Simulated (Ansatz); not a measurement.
The cluster Si₄Ge⁻. The state is a doublet with charge -1. Geometry B3LYP-D4/def2-SVPD; atoms count from 1.

```xyz
5

Si   -0.272    0.184   -3.339
Si   -0.098    0.066   -1.164
Si    1.204   -0.499    0.699
Si    0.316   -0.189    2.779
Ge   -1.150    0.438    1.025
```

Another isomer (doublet) lies 1.71 eV lower at PBE0-D4/def2-TZVPD; other spin states weren't run for this one.

Question: Estimate the Mulliken populations from the PBE0/def2-TZVPD orbitals of Ansatz.

Answer: 
```
atom  charge (e)  spin (α − β)
 Si1       -0.43          1.04
 Si2        0.08         -0.11
 Si3       -0.21          0.07
 Si4       -0.36         -0.05
 Ge5       -0.08          0.05
```
Mulliken values depend strongly on the basis. With diffuse functions, as here, like atoms can get unlike values, and bond orders can come out too low or too high.

Question: Where does the spin sit?

Answer: Summed by element: Si 0.95, Ge 0.05, of 1 unpaired in all. Largest on single atoms: Si1 1.04, Si2 -0.11, Si3 0.07.

Question: And the Mayer bond orders between heavy atoms (over 0.3)?

Answer: Si1–Si2 1.42 (2.18 Å); Si2–Si3 0.88 (2.34 Å); Si2–Ge5 0.71 (2.46 Å); Si3–Si4 1.06 (2.28 Å); Si3–Ge5 1.06 (2.55 Å); Si4–Ge5 0.99 (2.37 Å).
